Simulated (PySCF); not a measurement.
Spectra and structures to be paired. The calculation used PySCF, TDDFT CAM-B3LYP/def2-SVPD, vertical, gas phase, core orbitals frozen in the response. Geometries: PBE0-D3(BJ)/def2-SVP; one conformer of each isolated species. Triplets are in the Tamm–Dancoff approximation. Relativistic effects are left out although some hold elements past zinc.

A. `Cn1cccn1`
B. `n1cn(C)cc1`
C. `C=C(Br)CF`
D. `C#[C][AlH2-][N+](C)(C)C`
E. `FC(=C(F)P)F`

Lowest singlet levels (six at most, fewer where fewer were computed) with oscillator strengths:

1. 6.21 eV (f 0.004); 6.45 eV (f 0.078); 6.78 eV (f 0.128); 7.00 eV (f 0.073); 7.20 eV (f 0.029); 7.62 eV (f 0.061); T1 4.08 eV
2. 6.59 eV (f 0.112); 6.94 eV (f 0.016); 6.95 eV (f 0.070); 6.96 eV (f 0.035); 7.08 eV (f 0.003); 7.65 eV (f 0.008); T1 4.69 eV
3. 5.81 eV (f 0.000); 6.65 eV (f 0.251); 6.76 eV (f 0.006); 7.11 eV (f 0.000); 7.18 eV (f 0.006); 7.80 eV (f 0.000); T1 4.18 eV
4. 5.83 eV (f 0.001); 6.21 eV (f 0.000); 6.32 eV (f 0.001); 6.93 eV (f 0.010); 7.15 eV (f 0.000); 7.47 eV (f 0.041)
5. 6.32 eV (f 0.008); 6.48 eV (f 0.155); 6.68 eV (f 0.002); 6.99 eV (f 0.002); 7.16 eV (f 0.019); 7.43 eV (f 0.009); T1 4.48 eV

Task: Match each spectrum to its molecule.

Result: 1 = E, 2 = A, 3 = C, 4 = D, 5 = B.
- A: S1 at 6.59 eV, HOMO→LUMO+1 (78%), HOMO-1→LUMO+4 (9%); Löwdin shares by element: HOMO carbon 61% or more, nitrogen 17% or more (atoms not listed hold the other 22%); LUMO carbon 49% or more, hydrogen 25% or more (atoms not listed hold the other 27%); HOMO -8.39 and LUMO 1.33 eV.
- B: S1 at 6.32 eV, HOMO→LUMO (87%), HOMO→LUMO+2 (10%); Löwdin shares by element: HOMO carbon 74% or more, nitrogen 10% or more (atoms not listed hold the other 16%); LUMO carbon 36% or more, hydrogen 33% or more (atoms not listed hold the other 31%); HOMO -7.89 and LUMO 1.12 eV.
- C: S1 at 5.81 eV, HOMO→LUMO+1 (88%); Löwdin shares by element: HOMO carbon 53% or more, bromine 38%; LUMO carbon 62% or more, bromine 13%, hydrogen 7% or more (atoms not listed hold the other 18%); HOMO -8.87 and LUMO 0.64 eV; point group Cs, 3 of its 6 listed states under f = 0.0005.
- D: S1 at 5.83 eV, HOMO→LUMO+1 (50%), HOMO-2→LUMO+1 (11%), HOMO→LUMO+3 (9%); Löwdin shares by element: HOMO carbon 49% or more, aluminium 18%, hydrogen 14% or more (atoms not listed hold the other 19%); LUMO carbon 28% or more, aluminium 19% (atoms not listed hold the other 52%); HOMO -8.52 and LUMO 0.87 eV; point group Cs, 2 of its 6 listed states under f = 0.0005.
- E: S1 at 6.21 eV, HOMO→LUMO+1 (85%); Löwdin shares by element: HOMO carbon 54%, fluorine 13% or more, phosphorus 10% (atoms not listed hold the other 24%); LUMO carbon 42%, phosphorus 26%, hydrogen 11% or more (atoms not listed hold the other 21%); HOMO -8.98 and LUMO 0.53 eV.
C and D have S1 within 0.03 eV of each other; their strongest listed levels stand at 6.65 eV (f 0.251) and 7.47 eV (f 0.041).
B and E have S1 within 0.12 eV of each other; their strongest listed levels stand at 6.48 eV (f 0.155) and 6.78 eV (f 0.128).
